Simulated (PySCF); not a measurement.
# Distorted geometries of Ta3

Ta3 (quartet). PySCF 2.14.0, UKS PBE0, Ta def2-SVP with ECP60; non-relativistic Hamiltonian with scalar-relativistic core potentials where named; density fitting; no spin-orbit coupling. Relaxed geometry:

```xyz
3

Ta    0.0000    0.0000    2.4370
Ta   -0.0001    0.0000   -0.0747
Ta    0.0000    0.0000   -2.3624
```

Problem. Order these distorted geometries by energy above the relaxed one, lowest first.
A.
```xyz
3

Ta    0.0774   -0.1535    2.5617
Ta   -0.0859    0.2095   -0.2635
Ta    0.0085   -0.0560   -2.2982
```
B.
```xyz
3

Ta    0.1744   -0.1131    2.5270
Ta   -0.0326    0.1503   -0.1612
Ta   -0.1417   -0.0371   -2.3658
```
C.
```xyz
3

Ta   -0.0334   -0.0717    2.4220
Ta    0.0711    0.0976   -0.0690
Ta   -0.0377   -0.0259   -2.3530
```

Solution. C (-0.02 eV), B (0.03 eV), A (0.39 eV).

Problem. Which forces (eV/Å) act in the one that lies 0.39 eV up?

Solution. 
```
Ta  -0.04  0.09 -0.56
Ta  -0.13  0.40  4.58
Ta   0.17 -0.49 -4.02
```
Forces carry noise of the integration grid, about 0.01 to 0.03 eV/Å.

No frequency check is given that shows the relaxed geometry to be a minimum. The relaxed state is spin-contaminated (spin squared 5.12 against 3.75). Open shells may have lower solutions than the one found.
